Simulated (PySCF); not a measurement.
Se (selenium, neutral): LDA calculation

Configuration: [Ar] 3d10 4s1 4p5, high-spin 3P determinant (an excited configuration). All numbers are calculated (PySCF 2.14, scalar relativity through the core potential, in aug-cc-pVQZ-PP with ECP10MDF).

```
Total energy                                                  : -372.1779 hartree
One-electron energy                                           : -653.5091 hartree
Hartree (Coulomb) energy                                      : 309.6062 hartree
Exchange-correlation energy                                   : -28.2750 hartree
⟨S²⟩                                                          : 2.0048
⟨L²⟩                                                          : 2.014
Sum of ⟨r⟩                                                    : 24.04 bohr
Sum of ⟨r²⟩                                                   : 41.69 bohr²
Traceless quadrupole moment −½Σ⟨3z² − r²⟩ along its main axis : 2.29 e·bohr²
```

```tsv
shell	electrons	mean orbital energy (hartree)	spread (hartree)	rms radius, mean of both spins (bohr)
3s α	1	-7.53374	0	0.621
3s β	1	-7.52468	0	0.621
3p α	3	-5.67208	0.01891	0.643
3p β	3	-5.66215	0.01411	0.643
3d α	5	-2.05537	0.01893	0.696
3d β	5	-2.04166	0.01219	0.696
4s α	1	-0.70230	0	1.89
4p α	3	-0.28907	0.03877	2.45
4p β	2	-0.23609	0	2.45
```

Energies and moments cover only the electrons outside the core potential.
